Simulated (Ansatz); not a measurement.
B$_{2}$H$_{5}$NO$_{2}$Si (`BO[Si]1(O)BN1`), relaxed with RKS PBE0-D4/def2-TZVP in Ansatz from a PBE-D4/def2-SVP geometry. The force threshold is 0.005 eV/Å; the program also tests the step.

Total charge 0; spin multiplicity 1.

Start:

```xyz
11

B     1.563   -1.621   -0.369
O     0.368   -1.016   -0.546
Si   -0.409    0.203    0.372
O     0.684    0.741    1.510
B    -2.209    0.773    0.060
N    -1.175    1.405   -0.664
H     1.911   -2.476   -1.164
H     2.289   -1.315    0.580
H     1.540    0.270    1.471
H    -3.411    0.886    0.118
H    -1.150    2.152   -1.369
```

| step | energy (eV) | largest force (eV/Å) | largest move (Å) |
| --- | --- | --- | --- |
| 1 | -14890.9239 | 0.933 | 0.000 |
| 2 | -14890.9993 | 0.601 | 0.032 |
| 3 | -14891.0254 | 0.206 | 0.030 |
| 4 | -14891.0283 | 0.171 | 0.022 |
| 5 | -14891.0327 | 0.097 | 0.040 |
| 6 | -14891.0334 | 0.019 | 0.014 |
| 7 (rejected) | -14891.0334 | 0.035 | 0.006 |
| 8 | -14891.0335 | 0.008 | 0.003 |
| 9 | -14891.0336 | 0.014 | 0.009 |
| 10 | -14891.0336 | 0.010 | 0.006 |
| 11 | -14891.0336 | 0.006 | 0.003 |
| 12 (rejected) | -14891.0336 | 0.019 | 0.005 |
| 13 | -14891.0336 | 0.006 | 0.002 |
| 14 | -14891.0336 | 0.003 | 0.004 |

End:

```xyz
11

B     1.550   -1.624   -0.371
O     0.387   -0.973   -0.534
Si   -0.379    0.219    0.331
O     0.657    0.762    1.470
B    -2.179    0.739    0.064
N    -1.163    1.390   -0.653
H     1.854   -2.469   -1.163
H     2.277   -1.362    0.559
H     1.510    0.321    1.519
H    -3.361    0.857    0.110
H    -1.153    2.139   -1.333
```

It took 52 s on 4 threads of a server CPU on a shared host, with 0.63 GiB of host memory at the peak.
